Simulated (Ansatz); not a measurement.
Born–Oppenheimer molecular dynamics of Cl$_{3}$In (4 atoms, charge 0, multiplicity 1). It starts from a relaxed structure.

Method: Ansatz, RKS r2SCAN/def2-SVP.

```json
{
  "ensemble": "NVT, Nosé–Hoover chain",
  "time step": "2 fs",
  "steps asked": "166",
  "set temperature": "700 K",
  "thermostat": "time constant 100 fs, chain length 3 (defaults)",
  "seed": "876547"
}
```

First frame:

```xyz
4
Properties=species:S:1:pos:R:3
In 0.000 0.000 0.000
Cl 0.000 0.000 2.325
Cl 2.013 0.000 -1.163
Cl -2.013 0.000 -1.163
```

How far do the bonds stretch over the last three quarters of this one trajectory? (Pairs bonded in most of those frames.)


| bond | mean (Å) | spread (Å) | shortest | longest |
| --- | --- | --- | --- | --- |
| In1–Cl2 | 2.340 | 0.046 | 2.25 | 2.42 |
| In1–Cl3 | 2.332 | 0.044 | 2.25 | 2.43 |
| In1–Cl4 | 2.354 | 0.099 | 2.20 | 2.51 |

Mean temperature of the second half: 829 K. The conserved energy stayed within 0.3 meV per atom of its start (net change 0.22 meV per atom), so the integration is sound. The mean temperature of the second half is 18 % above the set value. A run of 0.33 ps of so small a system gives no equilibrium averages.

Run time: 7.5 min on 2 threads of Intel(R) Xeon(R) Platinum 8488C (Sapphire Rapids), on a shared host, peak memory 0.16 GiB.
